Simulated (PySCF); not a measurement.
Si(H)(NHSiH3)(Me)2 (C₂H₁₁NSi₂), SMILES [SiH](N[SiH3])(C)C. Atoms are numbered in the order given.

```xyz
16

Si    -0.8583    -0.0355    -0.6086
C     -1.9113     1.5227    -0.5482
C     -1.2956    -1.2081     0.7946
N      0.8407     0.3682    -0.4512
Si     2.0428    -0.2884     0.6253
H     -1.1194    -0.7146    -1.9189
H     -2.9797     1.2829    -0.6792
H     -1.6285     2.2267    -1.3484
H     -1.7880     2.0406     0.4169
H     -2.3526    -1.5112     0.7228
H     -0.6840    -2.1246     0.7655
H     -1.1467    -0.7280     1.7753
H      1.2078     1.0212    -1.1400
H      2.3006    -1.7460     0.4086
H      3.3141     0.4552     0.3867
H      1.6495    -0.1314     2.0576
```
Charge 0, spin multiplicity 1.

Geometry: B3LYP-D3(BJ)/def2-SVP. Other conformers were not sampled.

Level of theory: TDA-PBE/def2-SVPD (PySCF).

Vertical excitations. Gas-phase values at a fixed geometry.

```json
[
 {"state": "S1", "energy (eV)": "5.43", "λ (nm)": "228", "f": "0.008", "main pairs": "HOMO→LUMO 98 %"},
 {"state": "S2", "energy (eV)": "5.96", "λ (nm)": "208", "f": "0.015", "main pairs": "HOMO→LUMO+1 98 %"},
 {"state": "S3", "energy (eV)": "6.27", "λ (nm)": "198", "f": "0.057", "main pairs": "HOMO→LUMO+2 99 %"},
 {"state": "S4", "energy (eV)": "6.43", "λ (nm)": "193", "f": "0.002", "main pairs": "HOMO→LUMO+3 98 %"},
 {"state": "S5", "energy (eV)": "6.57", "λ (nm)": "189", "f": "0.004", "main pairs": "HOMO→LUMO+4 99 %"},
 {"state": "S6", "energy (eV)": "6.85", "λ (nm)": "181", "f": "0.040", "main pairs": "HOMO→LUMO+5 96 %"},
 {"state": "S7", "energy (eV)": "6.95", "λ (nm)": "178", "f": "0.026", "main pairs": "HOMO→LUMO+6 98 %"},
 {"state": "S8", "energy (eV)": "6.99", "λ (nm)": "177", "f": "0.008", "main pairs": "HOMO−1→LUMO 98 %"},
 {"state": "S9", "energy (eV)": "7.20", "λ (nm)": "172", "f": "0.001", "main pairs": "HOMO−2→LUMO 99 %"},
 {"state": "S10", "energy (eV)": "7.40", "λ (nm)": "168", "f": "0.014", "main pairs": "HOMO→LUMO+7 97 %"},
 {"state": "T1", "energy (eV)": "5.19", "λ (nm)": "239", "f": "0", "main pairs": "HOMO→LUMO 99 %"},
 {"state": "T2", "energy (eV)": "5.81", "λ (nm)": "213", "f": "0", "main pairs": "HOMO→LUMO+1 99 %"},
 {"state": "T3", "energy (eV)": "6.13", "λ (nm)": "202", "f": "0", "main pairs": "HOMO→LUMO+2 98 %"},
 {"state": "T4", "energy (eV)": "6.27", "λ (nm)": "198", "f": "0", "main pairs": "HOMO→LUMO+3 98 %"}
]
```
Triplets are in the Tamm–Dancoff approximation.
